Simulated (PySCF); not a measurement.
**C₆ coefficients of unlike pairs at PBE**

Calculated with PySCF 2.14 from the dipole response of each species, C₆(A,B) = (3/π) ∫ α_A(iu) α_B(iu) du, in atomic units, from isotropic polarisabilities. For ions this is the dispersion term alone; charge-induced terms of lower order in 1/R come first.

```tsv
species	configuration	basis	relativity	α (bohr³)	C₆ (like pair)
Au	[Xe] 4f14 5d10 6s1 (2S)	aug-cc-pVTZ-PP with ECP60MDF (6s6p5d3f2g)	core potential	35.27	322.8
Si³⁺	[Ne] 3s1 (2S)	aug-cc-pV(Q+d)Z (7s6p5d3f2g)	none	7.077	13.22
Ge²⁺	[Ar] 3d10 4s2 (1S)	aug-cc-pVTZ-DK (7s6p4d2f)	spin-free X2C	10.18	37.76
Zn²⁺	[Ar] 3d10 (1S)	aug-cc-pVTZ-PP with one added diffuse shell each of s, p, d, f, g type with ECP10MDF (7s7p6d4f3g)	core potential	2.907	7.662
```

Problem. Estimate C₆ for Ge²⁺ with Au.

Solution. The integral gives 109.6. The combination rule 2 C_A C_B / (C_A α_B/α_A + C_B α_A/α_B) gives 108.8 and the geometric mean 110.4.

No spin-orbit coupling is included.

The other pairs:

| pair | C₆ |
| --- | --- |
| Zn²⁺, Ge²⁺ | 15.25 |
| Zn²⁺, Au | 44.34 |
| Ge²⁺, Si³⁺ | 22.06 |
| Zn²⁺, Si³⁺ | 8.482 |
| Si³⁺, Au | 64.78 |
